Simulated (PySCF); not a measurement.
## The chalcogenides of boron, BO₂⁻ to BSe₂⁻

Level: PBE0 in the def2-TZVPD basis family, all electrons, no relativity, computed in PySCF with density fitting; open shells unrestricted.

Each entry is the lowest minimum that a search over a few typed start shapes (and spin states, where more than one is plausible) found, or that minimum re-optimised at the stated level; isomers with ligand–ligand bonds, or fragments after loss of a ligand pair, can lie lower.

```json
{"molecule": "BO₂⁻", "2S+1": "1", "point group": "D∞h", "mean bond to B (Å)": "1.261", "lowest ω (cm⁻¹)": "596", "distinct angles (°)": "180", "highest ω (cm⁻¹)": "1977"}
{"molecule": "BS₂⁻", "2S+1": "1", "point group": "D∞h", "mean bond to B (Å)": "1.675", "lowest ω (cm⁻¹)": "364", "distinct angles (°)": "180", "highest ω (cm⁻¹)": "1336"}
{"molecule": "BSe₂⁻", "2S+1": "1", "point group": "D∞h", "mean bond to B (Å)": "1.807", "lowest ω (cm⁻¹)": "304", "distinct angles (°)": "180", "highest ω (cm⁻¹)": "1157"}
```

The bond lengthens at every step; the largest change, 0.414 Å, falls between BO₂⁻ and BS₂⁻ among the members listed.

Left out of the table are members whose search was unfinished or whose lowest solution was spin-contaminated, unstable, very soft or bonded differently.
